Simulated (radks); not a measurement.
Q: Kr4+, configuration [Ar] 3d9.75 4s2 4p2 4f0.25 (fractional occupations, a model configuration). All-electron calculation, Dirac Kohn-Sham, PBE, spin-unpolarised, spherical densities, finite nucleus; open shells fill j = l - 1/2 first; Fermi nuclear charge, rms radius 4.1884 fm. Program: a radial shooting solver on a logarithmic mesh with Libxc functionals. Some entries of the table are withheld. Estimate them.

| orbital | occ. | eigenvalue (eV) | <r> (bohr) | r(max) (bohr) |
|---|---|---|---|---|
| 1s1/2 | 2 | -14217.84 | 0.04149 | 0.02708 |
| 2s1/2 | 2 | -1927.598 | 0.1832 | 0.1543 |
| 2p1/2 | 2 | -1748.227 | 0.1573 | 0.1211 |
| 2p3/2 | 4 | -1694.380 | 0.1613 | 0.1244 |
| 3s1/2 | 2 | -325.9267 | 0.5284 | 0.4664 |
| 3p1/2 | 2 | -262.5160 | 0.5309 | 0.4566 |
| 3p3/2 | 4 | -254.5244 | 0.5412 | 0.4652 |
| 3d3/2 | 4 | -144.0104 | 0.5456 | (1) |
| 3d5/2 | 5.75 | -142.6794 | 0.5493 | (2) |
| 4s1/2 | 2 | -75.1089 | 1.414 | 1.272 |
| 4p1/2 | 2 | (3) | 1.561 | 1.385 |
| 4p3/2 | 0 | (4) | 1.584 | 1.408 |
| 4d3/2 | 0 | -34.8263 | 2.058 | 1.777 |
| 4d5/2 | 0 | -34.7094 | 2.066 | 1.785 |
| 5s1/2 | 0 | -29.8231 | 3.070 | 2.934 |
| 5p1/2 | 0 | (5) | 3.431 | (6) |
| 5p3/2 | 0 | (7) | 3.467 | (8) |
| 4f5/2 | 0.25 | -18.1680 | (9) | 2.869 |
| 4f7/2 | 0 | -18.1664 | (10) | 2.870 |
| 5f5/2 | 0 | -10.9612 | 6.117 | (11) |
| 5f7/2 | 0 | -10.9602 | 6.118 | (12) |

A: 
(1) 3d3/2 r(max) (bohr): 0.4078
(2) 3d5/2 r(max) (bohr): 0.4104
(3) 4p1/2 eigenvalue (eV): -59.0515
(4) 4p3/2 eigenvalue (eV): -58.0252
(5) 5p1/2 eigenvalue (eV): -24.9285
(6) 5p1/2 r(max) (bohr): 3.287
(7) 5p3/2 eigenvalue (eV): -24.6603
(8) 5p3/2 r(max) (bohr): 3.325
(9) 4f5/2 <r> (bohr): 3.294
(10) 4f7/2 <r> (bohr): 3.295
(11) 5f5/2 r(max) (bohr): 6.346
(12) 5f7/2 r(max) (bohr): 6.347
